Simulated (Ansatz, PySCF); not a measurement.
Species: CH$_{4}$BO, net charge 0, doublet state. It need not be the lowest isomer of its formula. 
Geometry from a B3LYP-D3(BJ)/def2-TZVP (Ansatz, a first-principles code) optimisation:
```
C
H 1 1.0930
H 1 1.0930 2 106.17
H 1 1.0989 2 108.31 3 116.14
B 1 1.5619 2 110.36 3 -119.61
O 5 1.3361 1 128.25 2 -121.48
H 6 0.9726 5 116.14 1 0.00
```
Charge 0, spin multiplicity 2.

Dipole moments at this geometry, in debye (magnitudes).

```csv
level,program,dipole (D)
HF/def2-TZVPD,PySCF,2.29
SVWN5/def2-TZVPD,Ansatz,2.28
revPBE/def2-TZVPD,Ansatz,2.17
M06-L/def2-TZVPD,PySCF,2.12
PBE0/def2-TZVPD,Ansatz,2.27
r2SCANh/def2-TZVPD,Ansatz,[?]
r2SCAN0/def2-TZVPD,Ansatz,2.26
PW6B95/def2-TZVPD,PySCF,2.23
MN15/def2-TZVPD,PySCF,2.24
CAM-B3LYP/def2-TZVPD,Ansatz,2.29
LC-wPBE/def2-TZVPD,Ansatz,2.37
wB97M-V/def2-TZVPD,Ansatz,2.31
CCSD(T)/aug-cc-pVDZ,Ansatz,[?]
```

Task: What belongs in the gaps?

Result: 
- r2SCANh/def2-TZVPD, dipole (D): 2.24
- CCSD(T)/aug-cc-pVDZ, dipole (D): 2.23
